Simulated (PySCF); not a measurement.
C₂H₇Cl₂NSi, SMILES C[C@H](N)[SiH](Cl)Cl. The structure is a stationary point at PBE0-D3(BJ)/def2-SVP. The structure was generated by enumeration; whether it is a known compound was not checked. Other conformers were not sampled.

Computed equilibrium geometry at PBE0-D3(BJ)/def2-SVP (PySCF confirms it by a frequency run) as bond lengths and angles (one conformer of several):
Atoms: C1 C2 N3 Si4 Cl5 Cl6 H7 H8 H9 H10 H11 H12 H13. Bonded distances (Å): C1–C2 1.529, C1–H7 1.103, C1–H8 1.102, C1–H9 1.102, C2–N3 1.450, C2–Si4 1.883, C2–H10 1.107, N3–H11 1.018, N3–H12 1.019, Si4–Cl5 2.056, Si4–Cl6 2.073, Si4–H13 1.486. Bond angles (°): C2–C1–H7 110.4, C2–C1–H8 110.9, C2–C1–H9 112.3, H7–C1–H8 107.7, H7–C1–H9 107.6, H8–C1–H9 107.8, C1–C2–N3 116.0, C1–C2–Si4 111.7, C1–C2–H10 109.0, N3–C2–Si4 107.5, N3–C2–H10 107.9, Si4–C2–H10 104.0, C2–N3–H11 111.1, C2–N3–H12 110.5, H11–N3–H12 107.2, C2–Si4–Cl5 111.4, C2–Si4–Cl6 107.0, C2–Si4–H13 113.5, Cl5–Si4–Cl6 109.2, Cl5–Si4–H13 108.0, Cl6–Si4–H13 107.6.
